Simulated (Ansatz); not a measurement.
Species: sum formula TaOCl2, charge 1, multiplicity 1. 
Geometry from a B3LYP-D3(BJ)/def2-TZVP (Ansatz, a program for electronic structure) optimisation:
SMILES: [O]=[Ta+]([Cl])[Cl]
```xyz
4

Ta    -0.2628    -0.0417     0.2319
O     -1.1273    -1.2634    -0.5513
Cl    -0.1395     1.6327    -1.2423
Cl     1.7984    -0.8593     0.5061
```
Charge +1, spin multiplicity 1.

Wanted: vertical electron affinity (to the doublet state of charge +0; a negative value means that the extra electron is unbound and the number depends on the basis; each state is the SCF solution reached for its spin), in eV. Correlated levels leave the core frozen unless marked. Open shells are spin-unrestricted. Spin-orbit coupling is left out. The frozen core is the preceding noble-gas configuration, with the filled d and f shells of earlier blocks. In def2 rows, elements after Kr have scalar-relativistic effective core potentials. Basis-set limits of correlation are two-point, X^-3; Hartree-Fock from the larger set. [CCSD(T)-MP2]/basis is that difference in the basis named.

| level | program | vertical electron affinity (eV) |
|---|---|---|
| HF/def2-SVPD | Ansatz | 8.42 |
| HF/def2-TZVPPD | Ansatz | 8.29 |
| HF/def2-QZVPPD | Ansatz | 8.28 |
| SVWN5/def2-TZVPD | Ansatz | 8.05 |
| PBE/def2-TZVPD | Ansatz | 7.95 |
| r2SCAN/def2-TZVPD | Ansatz | 8.17 |
| PBE0/def2-TZVPD | Ansatz | 8.22 |
| B2PLYP/def2-TZVPD | Ansatz | 8.01 |
| MP2/def2-SVPD | Ansatz | 7.78 |
| MP2/def2-TZVPPD | Ansatz | 7.81 |
| RI-MP2/def2-TZVPPD | Ansatz | 7.81 |
| RI-MP2/CBS(def2-TZVPPD,def2-QZVPPD) | Ansatz | 7.88 |
| SCS-MP2/def2-TZVPPD | Ansatz | 7.80 |
| CCSD/def2-SVPD | Ansatz | 8.18 |
| RI-MP2/CBS(def2-TZVPPD,def2-QZVPPD)+[CCSD(T)-MP2]/def2-TZVPPD | Ansatz | 8.12 |
